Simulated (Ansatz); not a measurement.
C2H6Cl2Sn, charge -1, doublet, at a GFN2-xTB geometry (such geometries of metal compounds can be far from the true shape) (a state made from the parent by changing its charge; the spin is typed, not shown lowest) (all electrons, no relativity) (a gas-phase anion, which may not be bound at this level); Ansatz (an electronic-structure program) with BLYP/STO-3G.

Here is a job for Ansatz.
Ansatz 0.2 input:
```yaml
crystal:
  periodic: [false, false, false]
  atoms:
    - {symbol: C, position_ang: [1.76372903, -1.73662568, 0.07130148]}
    - {symbol: Sn, position_ang: [-0.01628524, -0.13562850, -0.03006054]}
    - {symbol: C, position_ang: [-1.93690710, -1.43671469, -0.67180903]}
    - {symbol: Cl, position_ang: [0.54789437, 1.48232711, -1.99334049]}
    - {symbol: Cl, position_ang: [-0.40507770, 0.67347787, 2.41398282]}
    - {symbol: H, position_ang: [1.46816842, -2.53232204, 0.74641837]}
    - {symbol: H, position_ang: [2.67201876, -1.26524498, 0.43134678]}
    - {symbol: H, position_ang: [1.92379636, -2.13256648, -0.92556909]}
    - {symbol: H, position_ang: [-2.68511086, -0.79754733, -1.12797528]}
    - {symbol: H, position_ang: [-2.34499204, -1.91167356, 0.21305304]}
    - {symbol: H, position_ang: [-1.60843387, -2.18786323, -1.38212146]}
basis:
  gaussian:
    orbitals: STO-3G
hamiltonian:
  xc: blyp
total_charge: -1
magnetization: {spin_polarized: true, initial_magnetization: 1}
accuracy: high
```

Problem. Write the output that Ansatz gives for this input, abridged.

Solution. 
```
Functional definition: BLYP
1221 factors; integrals over basis functions are off by at most 1.0e-8 eV
mean field evaluation 1: about -189234.4147 eV, gradient 9.9e0 eV
mean field evaluation 2: about -189233.6641 eV, gradient 1.4e1 eV
mean field evaluation 4: about -189235.9857 eV, gradient 3.8e-1 eV
mean field evaluation 8: about -189235.8572 eV, gradient 1.4e-2 eV
mean field evaluation 16: about -189235.8572 eV, gradient 6.4e-6 eV
mean field -189235.85722574 eV, -6954.2894843748 hartree, gradient 3.3e-8 eV, S^2 0.750608; 0 other end points of the search recorded, 0 dependent functions left out
reference -189235.85728434 eV, -6954.2894865284 hartree; 52, 51 occupied and 9, 10 virtual orbitals, 1221 factors
Total energy: -189235.85728434 eV, -6954.2894865284 hartree
```
